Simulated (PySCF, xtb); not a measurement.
SbF3, SMILES [F][Sb]([F])[F].

Harmonic wavenumbers (cm⁻¹) from GFN2-xTB run with xtb 6.7.1 at its own minimum, in rising order: 142, 143, 181, 400, 400, 420.

### Question
What does PBE-D3(BJ)/def2-SVP (PySCF) give at its own minimum? (An estimate is asked for; the answer gives what the named calculation found.)

### Answer
179, 179, 221, 622, 622, 631. Paired by order, the mean absolute difference is 128 cm⁻¹ and the zero-point energies are 2.4 and 3.5 kcal/mol.
